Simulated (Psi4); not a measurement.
C₃H₁₀Si, singlet, at a GFN2-xTB geometry; WB97X/6-31G* run with Psi4.

Input for Psi4:
```
memory 2 GB

molecule mol {
0 1
  Si    0.042276    0.174106    0.357680
  C    -0.946773    1.323303   -0.793067
  C     1.759986   -0.153379   -0.394195
  C    -0.887149   -1.474418    0.561715
  H     0.198179    0.816165    1.676717
  H    -1.082073    0.882450   -1.776987
  H    -1.933493    1.531068   -0.390131
  H    -0.442258    2.275261   -0.928633
  H     2.350852   -0.806272    0.241215
  H     1.684992   -0.627132   -1.369230
  H     2.317264    0.769795   -0.521987
  H    -1.021120   -1.977604   -0.392021
  H    -1.872706   -1.321189    0.991059
  H    -0.347882   -2.153061    1.215759
}

set basis 6-31g*
set reference rks

energy('wb97x')
print_variables()
```

It wrote (shortened):

```
   => Loading Basis Set <=

    Name: 6-31G*
    Role: ORBITAL
    Keyword: BASIS

         ---------------------------------------------------------
                                   SCF
               by Justin Turney, Rob Parrish, Andy Simmonett
                          and Daniel G. A. Smith
                              RKS Reference
         ---------------------------------------------------------

  ==> Geometry <==

    Molecular point group: c1
    Full point group: C1

    Geometry (in Angstrom), charge = 0, multiplicity = 1:

       Center              X                  Y                   Z               Mass
    ------------   -----------------  -----------------  -----------------  -----------------
         SI           0.040302937069     0.165980620169     0.340987451622    27.976926534650
         C           -0.948746062931     1.315177620169    -0.809759548378    12.000000000000
         C            1.758012937069    -0.161504379831    -0.410887548378    12.000000000000
         C           -0.889122062931    -1.482543379831     0.545022451622    12.000000000000
         H            0.196205937069     0.808039620169     1.660024451622     1.007825032230
         H           -1.084046062931     0.874324620169    -1.793679548378     1.007825032230
         H           -1.935466062931     1.522942620169    -0.406823548378     1.007825032230
         H           -0.444231062931     2.267135620169    -0.945325548378     1.007825032230
         H            2.348878937069    -0.814397379831     0.224522451622     1.007825032230
         H            1.683018937069    -0.635257379831    -1.385922548378     1.007825032230
         H            2.315290937069     0.761669620169    -0.538679548378     1.007825032230
         H           -1.023093062931    -1.985729379831    -0.408713548378     1.007825032230
         H           -1.874679062931    -1.329314379831     0.974366451622     1.007825032230
         H           -0.349855062931    -2.161186379831     1.199066451622     1.007825032230

  Running in c1 symmetry.

  Rotational constants: A =      0.17345  B =      0.17345  C =      0.10292 [cm^-1]
  Rotational constants: A =   5199.80686  B =   5199.80629  C =   3085.35299 [MHz]
  Nuclear repulsion =  173.767297999348045

  Charge       = 0
  Multiplicity = 1
  Electrons    = 42
  Nalpha       = 21
  Nbeta        = 21

  ==> Algorithm <==

  SCF Algorithm Type is DF.
  DIIS enabled.
  MOM disabled.
  Fractional occupation disabled.
[...]
   @DF-RKS iter   2:  -409.70605282665372   -1.27292e-01   5.25566e-03 DIIS/ADIIS
   @DF-RKS iter   3:  -409.80140775688824   -9.53549e-02   2.62089e-04 DIIS/ADIIS
   @DF-RKS iter   4:  -409.80199845513806   -5.90698e-04   7.12469e-05 DIIS
   @DF-RKS iter   5:  -409.80203188357621   -3.34284e-05   1.49169e-05 DIIS
   @DF-RKS iter   6:  -409.80203344589086   -1.56231e-06   2.67333e-06 DIIS
   @DF-RKS iter   7:  -409.80203349430013   -4.84093e-08   5.95513e-07 DIIS
  Energy and wave function converged.

  ==> Post-Iterations <==

   Electrons on quadrature grid:
      Ntotal   =   41.9999782425 ; deviation = -2.176e-05

    Orbital Energies [Eh]
    ---------------------

    Doubly Occupied:

[...]
    Virtual:

[...]
    Final Occupation by Irrep:
              A
    DOCC [    21 ]
    NA   [    21 ]
    NB   [    21 ]

  @DF-RKS Final Energy:  -409.80203349430013

   => Energetics <=

    Nuclear Repulsion Energy =            173.7672979993480453
    One-Electron Energy =                -906.4816772633557775
    Two-Electron Energy =                 352.0742754661842469
    DFT Exchange-Correlation Energy =     -29.1619296964767152
    Empirical Dispersion Energy =           0.0000000000000000
    VV10 Nonlocal Energy =                  0.0000000000000000
    Total Energy =                       -409.8020334943001330

Computation Completed

Properties will be evaluated at   0.000000,   0.000000,   0.000000 [a0]

Properties computed using the SCF density matrix

 Multipole Moments:

 ------------------------------------------------------------------------------------
     Multipole            Electronic (a.u.)      Nuclear  (a.u.)        Total (a.u.)
 ------------------------------------------------------------------------------------

 L = 1.  Multiply by 2.5417464519 to convert [e a0] to [Debye]
 Dipole X            :          0.1368175           -0.1565934           -0.0197759
 Dipole Y            :          0.5634049           -0.6448973           -0.0814924
 Dipole Z            :          1.1573709           -1.3248644           -0.1674934
 Magnitude           :                                                    0.1873130

 ------------------------------------------------------------------------------------

  Variable Map:
  ----------------------------------------------------------------------------
[...]
  Array Variable Map:
  ----------------------------------------------------------------------------
[...]
[...]
```
